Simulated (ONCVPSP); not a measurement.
# Building the ONCV potential for Pt (PBE, scalar-relativistic).

Input for ONCVPSP 4.0.1:

```
# ATOM AND REFERENCE CONFIGURATION
# atsym  z   nc   nv     iexc    psfile
  Pt 78.00   10    4        4      upf
#
#   n    l    f
    1    0    2.00
    2    0    2.00
    2    1    6.00
    3    0    2.00
    3    1    6.00
    3    2   10.00
    4    0    2.00
    4    1    6.00
    4    2   10.00
    4    3   14.00
    5    0    2.00
    5    1    6.00
    5    2    9.00
    6    0    1.00
#
# PSEUDOPOTENTIAL AND OPTIMIZATION
# lmax
    2
#
#   l,   rc,      ep,       ncon, nbas, qcut
    0    1.75    0.00    3    8    5.20
    1    1.80    0.00    3    8    7.80
    2    1.90    0.00    4    8    9.10
#
# LOCAL POTENTIAL
# lloc, lpopt,  rc(5),   dvloc0
    4    3    1.15    2.00
#
# VANDERBILT-KLEINMAN-BYLANDER PROJECTORs
# l, nproj, debl
    0    2    1.10
    1    2    0.90
    2    2    3.40
#
# MODEL CORE CHARGE
# icmod, fcfact, rcfact
    3    5.25    1.25
#
# LOG DERIVATIVE ANALYSIS
# epsh1, epsh2, depsh
   -5.00    5.00    0.04
#
# OUTPUT GRID
# rlmax, drl
    6.00    0.01
#
# TEST CONFIGURATIONS
# ncnf
    4
# nvcnf
#   n    l    f
    4
    5    0    2.00
    5    1    6.00
    5    2    9.00
    6    0    0.00
#
    4
    5    0    2.00
    5    1    6.00
    5    2    8.00
    6    0    0.00
#
    4
    5    0    2.00
    5    1    6.00
    5    2    7.00
    6    0    0.00
#
    4
    5    0    2.00
    5    1    5.00
    5    2    9.00
    6    0    1.00
#
```

Command:

```bash
oncvpsp.x < Pt.dat > Pt.out
```

Output (shortened: citation, most of the input echo, consistency checks and plot data are left out):

```
ONCVPSP  (Optimized Norm-Conservinng Vanderbilt PSeudopotential)
scalar-relativistic version 4.0.1

#   n    l    f        energy (Ha)
    1    0    2.00    -2.8825898E+03
    2    0    2.00    -5.0638549E+02
    2    1    6.00    -4.3878888E+02
    3    0    2.00    -1.1894639E+02
    3    1    6.00    -9.9265241E+01
    3    2   10.00    -7.7944108E+01
    4    0    2.00    -2.5560096E+01
    4    1    6.00    -1.9107263E+01
    4    2   10.00    -1.1275922E+01
    4    3   14.00    -2.5752918E+00
    5    0    2.00    -3.7417935E+00
    5    1    6.00    -2.0586542E+00
    5    2    9.00    -2.2568882E-01
    6    0    1.00    -2.0797764E-01

Reference configufation results
  iterations    29
  all-electron total energy (Ha)   -1.84135155D+04

Begin loop to  construct optimized pseudo wave functions
and semi-local pseudopoentials for all angular momenta

Calculating optimized projector #   1

 for l=   0

    Fraction of norm inside rc  0.983847
    Optimizing pswf for qcut=   5.20 a_B^-1,  ecut=  13.53 Ha
    Residual kinetic energy error=  2.26D-05 Ha

    Energy error per electron        Cutoff
         Ha          eV             Ha
         0.01000     0.27211        6.66
         0.00100     0.02721        8.56
         0.00010     0.00272       10.24
         0.00001     0.00027       55.14

Calculating optimized projector #   2

 for l=   0

    Fraction of norm inside rc  0.105855
    Optimizing pswf for qcut=   5.20 a_B^-1,  ecut=  13.53 Ha
    Residual kinetic energy error=  1.86D-04 Ha

    Energy error per electron        Cutoff
         Ha          eV             Ha
         0.01000     0.27211        5.26
         0.00100     0.02721        7.38
         0.00010     0.00272       21.11
         0.00001     0.00027       81.56

WARNING wellstate: negative energy specified for n= 6 l=  1
WARNING scattering state with energy  0.25000000
WARNING will be used for the first projector

   Wellstate for l =  1  n =  6
     eigenvalue =   0.2500
     asymptotic potential =   0.7500
     half-point radius =  3.4925

Calculating optimized projector #   1

 for l=   1

    Fraction of norm inside rc  0.950650
    Optimizing pswf for qcut=   7.80 a_B^-1,  ecut=  30.45 Ha
    Residual kinetic energy error=  8.14D-08 Ha

    Energy error per electron        Cutoff
         Ha          eV             Ha
         0.01000     0.27211       11.85
         0.00100     0.02721       15.00
         0.00010     0.00272       17.51
         0.00001     0.00027       19.57

Calculating optimized projector #   2

 for l=   1

    Fraction of norm inside rc  0.097858
    Optimizing pswf for qcut=   7.80 a_B^-1,  ecut=  30.45 Ha
    Residual kinetic energy error=  2.87D-07 Ha

    Energy error per electron        Cutoff
         Ha          eV             Ha
         0.01000     0.27211        9.73
         0.00100     0.02721       12.85
         0.00010     0.00272       15.35
         0.00001     0.00027       23.58

   Wellstate for l =  2  n =  7
     eigenvalue =   3.1743
     asymptotic potential =   3.6743
     half-point radius =  3.2080

Calculating optimized projector #   1

 for l=   2

    Fraction of norm inside rc  0.690243
    Optimizing pswf for qcut=   9.11 a_B^-1,  ecut=  41.46 Ha
    Residual kinetic energy error=  6.52D-09 Ha

    Energy error per electron        Cutoff
         Ha          eV             Ha
         0.01000     0.27211       15.56
         0.00100     0.02721       20.88
         0.00010     0.00272       25.62
         0.00001     0.00027       29.83

Calculating optimized projector #   2

 for l=   2

    Fraction of norm inside rc  0.168222
    Optimizing pswf for qcut=   9.11 a_B^-1,  ecut=  41.46 Ha
    Residual kinetic energy error=  5.02D-09 Ha

    Energy error per electron        Cutoff
         Ha          eV             Ha
         0.01000     0.27211       16.98
         0.00100     0.02721       21.56
         0.00010     0.00272       25.23
         0.00001     0.00027       28.81

Construct Vanderbilt / Kleinmman-Bylander projectors

B matrix Hermiticity error, ll=   0
   1   2    5.7513E-04

  Orthonormal projector coefficients  6.6104E+00  1.6957E+00

B matrix Hermiticity error, ll=   1
   1   2    3.6220E-04

  Orthonormal projector coefficients  4.9854E+00  1.0628E+00

B matrix Hermiticity error, ll=   2
   1   2   -4.1133E-04

  Orthonormal projector coefficients  3.1582E+00  6.9434E-01

Model core correction analysis
  based on d2Exc/dn_idn_j

d2excae - all-electron derivatives

   -2.978615D-02   -2.551563D-02   -1.202580D-02   -1.488350D-03
   -2.551568D-02   -2.492211D-02   -1.505539D-02   -2.178166D-03
   -1.202587D-02   -1.505544D-02   -1.688219D-02   -1.043470D-02
   -1.488298D-03   -2.177929D-03   -1.043361D-02   -2.464985D-02

d2excps - pseudofunction derivatives with no core correction

   -5.791399D-02   -3.452217D-02   -1.341499D-02   -3.885449D-03
   -3.452274D-02   -3.117005D-02   -1.692137D-02   -2.801604D-03
   -1.341492D-02   -1.692152D-02   -1.766963D-02   -1.053285D-02
   -3.887851D-03   -2.801401D-03   -1.053176D-02   -2.487005D-02

rms 2nd derivative error    7.969669E-03

rmatch, rhocmatch    0.8213   17.0447

Teter function model core charge with specified parameters

d2excps - pseudofunction derivatives with core correction

   -3.069774D-02   -2.385950D-02   -1.107464D-02   -1.829581D-03
   -2.385945D-02   -2.502268D-02   -1.543658D-02   -2.144835D-03
   -1.107465D-02   -1.543663D-02   -1.737719D-02   -1.040895D-02
   -1.829534D-03   -2.144592D-03   -1.040787D-02   -2.470242D-02

rms 2nd derivative error    7.462949E-04

Pseudoatom total energy -122.028196

Diagnostic tests using Vanderbilt-Kleinman-Bylander pseudopotentials
  1 or more projectors used as specified by nproj input data

   l    rcore       rmatch      e in        delta e   norm test  slope test

   0   1.7556949   1.8090016  -3.7417935   0.0000231   1.0003324   1.0003086
   0   1.7556949   1.8090016  -0.2079776   0.0000266   1.0001159   0.9999275

   1   1.8090016   1.8639268  -2.0586542   0.0000039   1.0002074   1.0002052
   1   1.8090016   1.8639268   0.2500000   0.0000394   1.0002693   1.0002693

   2   1.9090653   1.9670286  -0.2256888   0.0000000   1.0000796   1.0000912
   2   1.9090653   1.9670286   3.1743112   0.0000819   1.0002497   1.0002497

 Testing for bound ghosts
   n   l    E NL Schr. Eq   E Basis Diag.   E Cutoff

   1   0       -3.741770       -3.741786     86.19
   2   0       -0.207951       -0.178411     86.19

   2   1       -2.058650       -2.058651     93.15

   3   2       -0.225689       -0.224225     94.57

 Testing for highly-localized positive-energy ghosts
       l    <radius>/rc     E Basis Diag.   E Cutoff

Test configuration 0

   n   l     f        eae           eps        diff
   1   0  2.0000-2882.58977367
   2   0  2.0000 -506.38549181
   2   1  6.0000 -438.78887724
   3   0  2.0000 -118.94638657
   3   1  6.0000  -99.26524108
   3   2 10.0000  -77.94410828
   4   0  2.0000  -25.56009571
   4   1  6.0000  -19.10726267
   4   2 10.0000  -11.27592159
   4   3 14.0000   -2.57529182
   5   0  2.0000   -3.74179352   -3.74177038    2.31D-05
   5   1  6.0000   -2.05865417   -2.05865022    3.95D-06
   5   2  9.0000   -0.22568882   -0.22568881    6.33D-09
   6   0  1.0000   -0.20797764   -0.20795106    2.66D-05

    Total energies and differences
      AE_ref= -1.84135155D+04  AE_tst= -1.84135155D+04  dif=  0.00D+00
      PS_ref= -1.22028196D+02  PS_tst= -1.22028196D+02  dif=  6.96D-13
      PSP excitation error= -6.96D-13

Test configuration 1

   n   l     f        eae           eps        diff
   1   0  2.0000-2882.89240984
   2   0  2.0000 -506.68531004
   2   1  6.0000 -439.08875233
   3   0  2.0000 -119.24688898
   3   1  6.0000  -99.56574982
   3   2 10.0000  -78.24436605
   4   0  2.0000  -25.86106209
   4   1  6.0000  -19.40820667
   4   2 10.0000  -11.57675623
   4   3 14.0000   -2.87621042
   5   0  2.0000   -4.04436786   -4.04729487   -2.93D-03
   5   1  6.0000   -2.36315234   -2.36380526   -6.53D-04
   5   2  9.0000   -0.52566799   -0.52556849    9.95D-05

    Total energies and differences
      AE_ref= -1.84135155D+04  AE_tst= -1.84131776D+04  dif=  3.38D-01
      PS_ref= -1.22028196D+02  PS_tst= -1.21690082D+02  dif=  3.38D-01
      PSP excitation error= -2.29D-04

Test configuration 2

   n   l     f        eae           eps        diff
   1   0  2.0000-2883.36447650
   2   0  2.0000 -507.15873813
   2   1  6.0000 -439.56215014
   3   0  2.0000 -119.71931376
   3   1  6.0000 -100.03816843
   3   2 10.0000  -78.71701409
   4   0  2.0000  -26.33295258
   4   1  6.0000  -19.88008133
   4   2 10.0000  -12.04865177
   4   3 14.0000   -3.34775115
   5   0  2.0000   -4.51160619   -4.51435281   -2.75D-03
   5   1  6.0000   -2.82397749   -2.82473607   -7.59D-04
   5   2  8.0000   -0.95099938   -0.95092920    7.02D-05

    Total energies and differences
      AE_ref= -1.84135155D+04  AE_tst= -1.84124439D+04  dif=  1.07D+00
      PS_ref= -1.22028196D+02  PS_tst= -1.20956347D+02  dif=  1.07D+00
      PSP excitation error= -2.25D-04

Test configuration 3

   n   l     f        eae           eps        diff
   1   0  2.0000-2883.90083496
   2   0  2.0000 -507.69692379
   2   1  6.0000 -440.10034570
   3   0  2.0000 -120.25504433
   3   1  6.0000 -100.57389057
   3   2 10.0000  -79.25320425
   4   0  2.0000  -26.86717748
   4   1  6.0000  -20.41421329
   4   2 10.0000  -12.58272502
   4   3 14.0000   -3.88099001
   5   0  2.0000   -5.03602414   -5.03938117   -3.36D-03
   5   1  6.0000   -3.33861310   -3.33992373   -1.31D-03
   5   2  7.0000   -1.42458938   -1.42467047   -8.11D-05

    Total energies and differences
      AE_ref= -1.84135155D+04  AE_tst= -1.84112599D+04  dif=  2.26D+00
      PS_ref= -1.22028196D+02  PS_tst= -1.19772159D+02  dif=  2.26D+00
      PSP excitation error= -4.61D-04

Test configuration 4

   n   l     f        eae           eps        diff
   1   0  2.0000-2883.14284124
   2   0  2.0000 -506.91575115
   2   1  6.0000 -439.32083891
   3   0  2.0000 -119.46997903
   3   1  6.0000  -99.78903186
   3   2 10.0000  -78.46727417
   4   0  2.0000  -26.08263989
   4   1  6.0000  -19.62970963
   4   2 10.0000  -11.79744260
   4   3 14.0000   -3.09326715
   5   0  2.0000   -4.22890375   -4.24781316   -1.89D-02
   5   1  5.0000   -2.52888341   -2.53600748   -7.12D-03
   5   2  9.0000   -0.63996220   -0.63993343    2.88D-05
   6   0  1.0000   -0.52059887   -0.52130469   -7.06D-04

    Total energies and differences
      AE_ref= -1.84135155D+04  AE_tst= -1.84112315D+04  dif=  2.28D+00
      PS_ref= -1.22028196D+02  PS_tst= -1.19738122D+02  dif=  2.29D+00
      PSP excitation error= -6.05D-03
```

The run took about 3.3 s on one core of a shared server CPU.
